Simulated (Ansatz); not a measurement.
Relaxation of BF2H4NO (9 atoms, charge 0, multiplicity 1), to a largest force component of 0.03 eV/Å in at most 50 steps.

Computed with Ansatz, RHF/def2-SVP.

```xyz
9
Properties=species:S:1:pos:R:3
B 0.135 0.534 -0.255
F 0.080 -0.300 2.136
N 1.337 0.106 -0.830
H 1.411 -0.790 -1.265
H 2.206 0.585 -0.734
F -0.960 -0.197 -0.407
O -0.042 1.739 0.401
H 0.750 2.234 0.537
H -0.515 0.386 2.080
```

Where does it end, and by what steps?

The forces met the threshold. After 24 steps the energy has fallen by 0.194 eV; F2 moved furthest, 1.85 Å.

```
step  energy less start (eV)  largest force component (eV/Å)  accepted
   0                  0.0000                           0.803       yes
   1                 -0.0536                           1.191       yes
   2                 -0.0728                           1.473       yes
   3                 -0.1107                           0.831       yes
   4                 -0.1293                           0.893       yes
   5                 -0.1262                           0.854        no
   6                 -0.1256                           1.348        no
   7                 -0.1492                           0.094       yes
   8                 -0.1537                           0.082       yes
   9                 -0.1564                           0.441       yes
  10                 -0.1608                           0.159       yes
  11                 -0.1682                           0.063       yes
  12                 -0.1695                           0.736       yes
  13                 -0.1765                           0.203       yes
  14                 -0.1821                           0.101       yes
  15                 -0.1843                           0.112       yes
  16                 -0.1667                           1.451        no
  17                 -0.1886                           0.043       yes
  18                 -0.1898                           0.271       yes
  19                 -0.1910                           0.210       yes
  20                 -0.1924                           0.105       yes
  21                 -0.1931                           0.108       yes
  22                 -0.1935                           0.122       yes
  23                 -0.1938                           0.080       yes
  24                 -0.1941                           0.012       yes
```

```xyz
9
Properties=species:S:1:pos:R:3
B 0.416 0.166 -0.314
F -1.103 0.717 3.124
N 1.352 0.322 -1.342
H 1.294 -0.222 -2.178
H 2.121 0.956 -1.323
F -0.562 -0.713 -0.449
O 0.428 0.867 0.856
H 1.119 1.501 0.961
H -0.662 0.701 2.328
```

Whether the end is a true minimum wasn't checked by a vibrational analysis.

Run time: 49 s on 1 thread of Arm Neoverse V1, with other jobs on the host, peak memory 0.16 GiB.
